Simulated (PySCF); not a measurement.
Structure problem from calculated spectra and properties.

Formula: C6H15AlO2.

| Property | Result |
| --- | --- |
| UV, strongest line | among the 10 lowest singlet transitions: S7 at 6.96 eV (178 nm, f = 0.061) [TDDFT PBE0/def2-SVPD] |
| Rotational structure | rotational constants A, B, C: 1.875, 1.046, 0.718 GHz [PBE0-D3(BJ)/def2-SVP] |
| 13C NMR | chemical shifts (computed TMS as zero) by class: 83.5 (1 C), 75.2 (1 C), 74.6 (1 C), 58.6 (1 C), 30.8 (1 C), 27.7 (1 C) ppm [GIAO PBE0/pcSseg-1] |
| Dipole | 6.62 D [PBE0/def2-SVPD] |
| Polarisability | 111.9 au [PBE0/def2-SVPD] |
| Triplet | lowest triplet excitation (Tamm–Dancoff): 5.88 eV [TDA PBE0/def2-SVPD] |

Gas-phase values; electronic properties from PySCF, density fitting. Levels stand in brackets. Isolated species at its PBE0-D3(BJ)/def2-SVP geometry (one conformer only). NMR values are class means; diastereotopic atoms form classes of their own.

Question: Propose a structure and show how it fits.

Answer: Numbering: `[CH3:1][O:2][CH2:3][C@@H:4]1[CH2:5][CH2:6][CH2:7][O+:8]1[AlH3-:9]`. 6 carbons fall into 6 classes; from least to most shielded: ring sp3 carbon bound to oxygen [C4] (83.5 ppm), ring sp3 carbon bound to oxygen [C7] (75.2 ppm), chain sp3 carbon bound to oxygen [C3] (74.6 ppm), methoxy carbon [C1] (58.6 ppm), ring CH2 carbon [C5] (30.8 ppm), ring CH2 carbon [C6] (27.7 ppm). The optimised geometry has point group C1 and is an asymmetric top. Structure: `COC[C@@H]1CCC[O+]1[AlH3-]`. The assignments are read from this structure; whether some other isomer fits the data as well wasn't checked. The mirror image fits equally.
